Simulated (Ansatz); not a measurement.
Program: Ansatz. Geometries: PBE0-D4/def2-TZVP. ΔE: electronic, gas phase. CCSD(T)/CBS is the MP2 limit (def2-TZVPP, def2-QZVPP) plus CCSD(T) − MP2 in def2-TZVPP, frozen cores. This one scheme is used for every species. DFT in def2-TZVPP. HSE06 is defined as in plane-wave codes. For Se outer-core shells are correlated without core-valence functions, which leaves a few kJ/mol of doubt a bond. Scalar relativity is left out up to krypton. Each species was taken in one conformer, which may not be the lowest.

Reaction (hydrogenolysis of the Al–F bond): `[F][Al]([F])[SeH]` + H₂ → `[F][AlH][SeH]` + H–F

```json
{"level": "B97M-V", "ΔE (kJ/mol)": "154.4"}
{"level": "r2SCANh-D4", "ΔE (kJ/mol)": "163.4"}
{"level": "HSE06-D4", "ΔE (kJ/mol)": "149.5"}
{"level": "ωB97X-V", "ΔE (kJ/mol)": "156.8"}
{"level": "LC-ωPBE", "ΔE (kJ/mol)": "154.1"}
{"level": "MP2/def2-QZVPP", "ΔE (kJ/mol)": "165.1"}
{"level": "HF/CBS(def2)", "ΔE (kJ/mol)": "155.3"}
{"level": "CCSD/CBS(def2)", "ΔE (kJ/mol)": "157.1"}
```

**Question.** What does CCSD(T)/CBS give? (Estimate.)

**Answer.** Computed: +158.6 kJ/mol. The listed levels differ from it by -4.2, 4.8, -9.1, -1.8, -4.5, 6.5, -3.3, -1.5 kJ/mol.

Largest T1 diagnostic among the species: 0.011.

In def2-TZVPP, CCSD(T) changes the Hartree–Fock value by +4.7 kJ/mol (the triples alone add +1.5 kJ/mol) and MP2 by +11.0 kJ/mol. Leaving LDA and LC-ωPBE aside and taking each functional with its dispersion term where it has one, the values, not all of them listed here, spread over 16.1 kJ/mol, from HSE06-D4 to r2SCAN-D4.
